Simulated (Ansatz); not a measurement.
`BN(B)[SiH2]C`, relaxed with RKS PBE-D4/def2-SVP in Ansatz from a rough embedded geometry. The force threshold is 0.03 eV/Å; the program also tests the step.

The species carries charge 0 and has multiplicity 1.

Start:

```xyz
14

B    -0.624    0.237   -1.624
N    -0.195    0.907   -0.384
B    -1.382    1.724    0.071
Si    0.180   -0.275    0.925
C     1.691   -1.273    0.485
H     0.093    0.252   -2.625
H    -1.530   -0.518   -1.663
H    -2.388    1.281    0.341
H    -1.204    2.938    0.244
H     0.329    0.366    2.163
H    -0.998   -1.249    0.970
H     2.558   -0.532    0.374
H     1.912   -2.047    1.247
H     1.557   -1.811   -0.524
```

(1) By how much does the energy fall, and how many steps does the optimiser take? (Best estimate.)

(2) Which bonds change most? (Best estimate.)

(3) Give the relaxed structure. (Best estimate.)

Answers

(1) Ansatz gave: 195.44 kJ/mol, in 22 steps.

(2) Computed: Si4–H10 from 1.402 to 1.503 Å; B3–H8 from 1.132 to 1.215 Å; N2–B3 from 1.512 to 1.438 Å; C5–H14 from 1.151 to 1.108 Å.

(3) Computed: 
```xyz
14

B    -0.507    0.268   -1.687
N    -0.695    0.541   -0.290
B    -1.736    1.430    0.149
Si    0.320   -0.190    1.022
C     1.662   -1.309    0.335
H     0.375   -0.486   -2.054
H    -1.241    0.802   -2.496
H    -2.466    1.960   -0.664
H    -1.873    1.638    1.345
H     0.922    0.941    1.806
H    -0.602   -0.960    1.924
H     2.353   -0.757   -0.333
H     2.253   -1.723    1.178
H     1.235   -2.157   -0.236
```
